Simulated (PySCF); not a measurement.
C7H11S: g tensor and hyperfine couplings

C7H11S (doublet state).
SMILES with atom numbers: `[CH2:1][C:2](=[CH2:3])/[CH:4]=[CH:5]/[S:6][CH2:7][CH3:8]` (hydrogens: H9, H10 on C1; H11, H12 on C3; H13 on C4; H14 on C5; H15, H16 on C7; H17, H18, H19 on C8)

Structure used (GFN2-xTB), in Å, numbered top down from 1:
```
atom  x, y, z in Å
C1    -2.6399   -0.7244   -0.4686
C2    -2.2931    0.2433    0.4554
C3    -3.1446    0.5763    1.4924
C4    -1.0191    0.9604    0.3633
C5     0.0585    0.5247   -0.2864
S6     1.5487    1.4363   -0.4004
C7     2.6689    0.1394   -1.0401
C8     3.0636   -0.8528    0.0370
H9    -3.5723   -1.2522   -0.3823
H10   -2.0163   -0.9603   -1.3100
H11   -4.0891    0.0776    1.6130
H12   -2.8862    1.3335    2.2097
H13   -0.9668    1.9022    0.8911
H14    0.0841   -0.4207   -0.8058
H15    3.5388    0.6759   -1.4174
H16    2.1636   -0.3492   -1.8735
H17    2.1853   -1.3506    0.4436
H18    3.5762   -0.3435    0.8496
H19    3.7299   -1.6066   -0.3782
```

The hyperfine couplings belong to this conformer and change with its torsions.

The calculation used PySCF 2.14.0, UKS B3LYP, pcH-1 on C H S, non-relativistic, mean-field spin-orbit, GIAO. One conformer (not necessarily the lowest) at the GFN2-xTB geometry, without solvent, vibrations or thermal averaging. The geometry wasn't refined by DFT: couplings that depend on bond lengths, twists or pyramidal angles can differ widely from those at the functional's own minimum. The frame is twisted about the C2–C4 bond at this geometry (dihedral C3–C2–C4–H13 = -20°); couplings at other torsion angles weren't computed. Stability of the SCF solution: not tested. ⟨S²⟩ is 0.787 where a pure state has 0.75.

```
g1, g2, g3                      : 2.00213, 2.00260, 2.00271
g_iso                           : 2.00248
Form of g                       : rhombic: the two nearest values differ by 19 % of g3 − g1
⟨S²⟩                            : 0.7874 (exact 0.7500)
HOMO–LUMO gap, α and β orbitals : 4.76, 3.34 eV
Basis functions                 : 320
```

Hyperfine couplings atom by atom, in G; T1 to T3 are the principal values of the dipolar part (MHz turned into gauss with g_iso; 10 G = 1 mT):

```json
{"atom": "C1", "isotope": "13C", "a_iso": "20.5", "of which spin–orbit": "0.0", "T1": "-19.5", "T2": "-18.9", "T3": "38.5", "Mulliken spin population": "0.72"}
{"atom": "C2", "isotope": "13C", "a_iso": "-17.7", "of which spin–orbit": "0.0", "T1": "-10.0", "T2": "4.1", "T3": "5.9", "Mulliken spin population": "-0.26"}
{"atom": "C3", "isotope": "13C", "a_iso": "19.7", "of which spin–orbit": "0.0", "T1": "-18.4", "T2": "-17.9", "T3": "36.3", "Mulliken spin population": "0.68"}
{"atom": "C4", "isotope": "13C", "a_iso": "3.8", "of which spin–orbit": "0.0", "T1": "-1.6", "T2": "-1.0", "T3": "2.6", "Mulliken spin population": "0.06"}
{"atom": "C5", "isotope": "13C", "a_iso": "-3.5", "of which spin–orbit": "0.0", "T1": "-4.5", "T2": "2.1", "T3": "2.4", "Mulliken spin population": "-0.07"}
{"atom": "S6", "isotope": "33S", "a_iso": "-0.2", "of which spin–orbit": "0.0", "T1": "-1.4", "T2": "0.5", "T3": "0.8", "Mulliken spin population": "-0.01"}
{"atom": "C7", "isotope": "13C", "a_iso": "0.0", "of which spin–orbit": "0.0", "T1": "-0.1", "T2": "0.0", "T3": "0.1", "Mulliken spin population": "0.00"}
{"atom": "C8", "isotope": "13C", "a_iso": "-0.1", "of which spin–orbit": "0.0", "T1": "-0.1", "T2": "0.0", "T3": "0.1", "Mulliken spin population": "0.00"}
{"atom": "H9", "isotope": "1H", "a_iso": "-15.0", "of which spin–orbit": "0.0", "T1": "-8.2", "T2": "-0.7", "T3": "8.8", "Mulliken spin population": "-0.03"}
{"atom": "H10", "isotope": "1H", "a_iso": "-15.7", "of which spin–orbit": "0.0", "T1": "-9.6", "T2": "-0.1", "T3": "9.7", "Mulliken spin population": "-0.03"}
{"atom": "H11", "isotope": "1H", "a_iso": "-14.2", "of which spin–orbit": "0.0", "T1": "-7.6", "T2": "-0.7", "T3": "8.3", "Mulliken spin population": "-0.03"}
{"atom": "H12", "isotope": "1H", "a_iso": "-14.9", "of which spin–orbit": "0.0", "T1": "-9.0", "T2": "-0.2", "T3": "9.2", "Mulliken spin population": "-0.03"}
{"atom": "H13", "isotope": "1H", "a_iso": "-2.2", "of which spin–orbit": "0.0", "T1": "-0.8", "T2": "-0.6", "T3": "1.3", "Mulliken spin population": "0.00"}
{"atom": "H14", "isotope": "1H", "a_iso": "1.8", "of which spin–orbit": "0.0", "T1": "-1.7", "T2": "-0.7", "T3": "2.4", "Mulliken spin population": "0.00"}
{"atom": "H15", "isotope": "1H", "a_iso": "0.0", "of which spin–orbit": "0.0", "T1": "-0.1", "T2": "0.0", "T3": "0.1", "Mulliken spin population": "0.00"}
{"atom": "H16", "isotope": "1H", "a_iso": "-0.1", "of which spin–orbit": "0.0", "T1": "-0.2", "T2": "-0.1", "T3": "0.3", "Mulliken spin population": "0.00"}
{"atom": "H17", "isotope": "1H", "a_iso": "0.0", "of which spin–orbit": "0.0", "T1": "-0.2", "T2": "-0.1", "T3": "0.3", "Mulliken spin population": "0.00"}
{"atom": "H18", "isotope": "1H", "a_iso": "0.0", "of which spin–orbit": "0.0", "T1": "-0.1", "T2": "-0.1", "T3": "0.2", "Mulliken spin population": "0.00"}
{"atom": "H19", "isotope": "1H", "a_iso": "0.0", "of which spin–orbit": "0.0", "T1": "-0.1", "T2": "-0.1", "T3": "0.1", "Mulliken spin population": "0.00"}
```

The largest Mulliken spin populations are on C1 (+0.72), C3 (+0.68), C2 (-0.26) and C5 (-0.07). The positive populations add up to 1.47 and the negative ones to -0.47, together 2S = 1. The angles at C1 add up to 360.0°, so it is planar; its axial dipolar tensor and the negative couplings of its protons fit spin in a p orbital normal to that plane.

Under fast tumbling the dipolar parts average out, and these isotropic splittings remain: 1 × 1H (H10, I = 1/2, 2 lines) with 1.57 mT, 1 × 1H (H9, I = 1/2, 2 lines) with 1.50 mT, 1 × 1H (H12, I = 1/2, 2 lines) with 1.49 mT, 1 × 1H (H11, I = 1/2, 2 lines) with 1.42 mT, 1 × 1H (H13, I = 1/2, 2 lines) with 0.22 mT and 1 × 1H (H14, I = 1/2, 2 lines) with 0.18 mT.

H9 and H10 aren't averaged: C1 is flat or nearly so (angle sum 360°), and its turn about the short C1–C2 bond (1.38 Å) is taken as slow.

The 13C coupling of C1 (57.5 MHz) shows only in satellite lines or after enrichment, since that isotope makes up about 1.07 % of natural carbon.
